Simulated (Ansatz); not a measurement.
Two isomers of CH7FSi3: A = `F[SiH2][SiH]1C[SiH2]1`, B = `FC1[SiH2][SiH2][SiH2]1`.

Program: Ansatz. Geometries: PBE0-D4/def2-TZVP. ΔE: electronic, gas phase. CBS: MP2 limit from def2 TZ/QZ plus the TZ coupled-cluster correction, frozen cores. Functionals use def2-TZVPP. B3LYP here is the variant with VWN-RPA as its local correlation; programs differ in this. Each species was taken in one conformer, which may not be the lowest.

(1) Which isomer does CCSD(T)/CBS put lower? Give the gap. (An estimate is asked.)

(2) Give E(B) − E(A) in kcal/mol with CCSD(T)/def2-TZVPP, B3LYP-D4, ωB97M-V, PBE-D4, HF/def2-TZVPP, B2PLYP, CCSD/def2-TZVPP. (Estimate.)

Largest T1 diagnostic: 0.014.

Results:

(1) Computed: A, by 40.1 kcal/mol.

(2) Ansatz gave: CCSD(T)/def2-TZVPP 39.3, B3LYP-D4 37.8, ωB97M-V 38.0, PBE-D4 35.7, HF/def2-TZVPP 40.2, B2PLYP 40.2, CCSD/def2-TZVPP 39.5. None reverses the order clearly.

The D4 term adds −1.4 kcal/mol with B3LYP and −0.7 kcal/mol with PBE0; it sums over pairs of atoms, weighted by their polarisabilities, and B3LYP, whose exchange is more repulsive, gets the larger term. From PBE to PBE0 (25 % exact exchange), in def2-TZVPP and without D4, E(B) − E(A) moves by +0.9 kcal/mol.
